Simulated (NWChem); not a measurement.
H3ClSi in NWChem

```xyz
5

Si     0.9965     0.0279     0.0000
Cl    -1.0818    -0.0303     0.0000
H      1.4600     0.7444     1.2180
H      1.4600     0.7444    -1.2180
H      1.5191    -1.3644     0.0000
```
Charge 0, spin multiplicity 1.

Program: NWChem. Structure: optimised with B3LYP/def2-SVP, a minimum by its harmonic frequencies.

Symmetry labels belong to the abelian group Cs used in the runs, with the axes of the coordinates shown; states degenerate in a higher group split over its labels.

The structure started from a generated list of species.

### Question
List the lowest 4 singlet excitations that TD-PBE/def2-SVPD gives, with oscillator strengths.

### Answer
```json
[
 {"state": "1", "symmetry": "a\"", "energy (eV)": "6.62", "wavelength (nm)": "187", "f": "0.012"},
 {"state": "2", "symmetry": "a'", "energy (eV)": "6.62", "wavelength (nm)": "187", "f": "0.012"},
 {"state": "3", "symmetry": "a\"", "energy (eV)": "7.54", "wavelength (nm)": "164", "f": "0.005"},
 {"state": "4", "symmetry": "a'", "energy (eV)": "7.54", "wavelength (nm)": "164", "f": "0.005"}
]
```
